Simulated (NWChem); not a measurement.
How basis sets differ on SiSe (SMILES [Si][Se])

SiSe: 2 atoms, total charge 0, spin state singlet. SMILES: `[Si][Se]`. The shape is that of a PBE0-D4/def2-TZVP optimisation.

```jsonl
{"atom": "Si", "x (Å)": "0.0000", "y (Å)": "0.0000", "z (Å)": "0.0314"}
{"atom": "Se", "x (Å)": "0.0000", "y (Å)": "0.0000", "z (Å)": "2.0931"}
```

Each level gives the HOMO–LUMO gap (eV). The values are calculated.

```tsv
level	kind	program	value (eV)	CPU time
HF/STO-3G	Hartree–Fock	NWChem	11.93	2 s
HF/3-21G	Hartree–Fock	NWChem	10.40	1.8 s
HF/def2-SVP	Hartree–Fock	NWChem	10.61	8 s
HF/aug-cc-pVTZ	Hartree–Fock	NWChem	10.25	5.6 min
```

All-electron rows without a relativistic Hamiltonian named are non-relativistic. The values span 10.25 to 11.93 eV. A Hartree–Fock LUMO above zero doesn't converge with the basis: it sinks as sets grow more diffuse. Orbital gaps aren't excitation energies. CPU times are rough (shared hosts, several kinds of processor): they show what a rung costs within a factor of a few.
